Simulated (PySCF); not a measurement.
Compound: CH6InN.
Bonds: C1–N2, N2–In3. Hydrogens: H4, H5, H6 on C1; H7 on N2; H8, H9 on In3.

Level of theory: PBE0-D3(BJ)/def2-SVP geometry optimisation, gas phase, def2 core potentials past Kr in PySCF 2.14.0.

Task: How far are the bound atoms from In3?

Result: 3 atoms: H8 1.720 Å, H9 1.721 Å, N2 2.025 Å. The nearest atom not counted as bound is H7, at 2.66 Å.

Task: List the angles at In3.

Result: 
| angle | degrees | distance of the outer atoms (Å) |
| --- | --- | --- |
| H8–In3–H9 | 130.7 | 3.13 |
| N2–In3–H8 | 114.8 | 3.16 |
| N2–In3–H9 | 114.5 | 3.15 |

Task: What is the shape at In3?

Result: Planar: angles 130.7°, 114.8° and 114.5°, sum 360.0°, 0.00 Å off the plane of its three neighbours.

Task: What are the other bond lengths?

Result: C1–N2 1.439 Å; C1–H4, C1–H5, C1–H6 1.106 Å; N2–H7 1.015 Å.

Task: Give some angles away from the centre.

Result: C1–N2–In3 128.6°.

Task: What are the rotational constants (commonest isotopes, rigid rotor)?

Result: A = 32341, B = 2889, C = 2697 MHz: a near-prolate asymmetric top.

Point group: Cs (tolerance 0.08 Å). Charge 0, singlet. No PBE0-D3(BJ)/def2-SVP frequencies stand behind this structure, so it isn't proved a minimum.
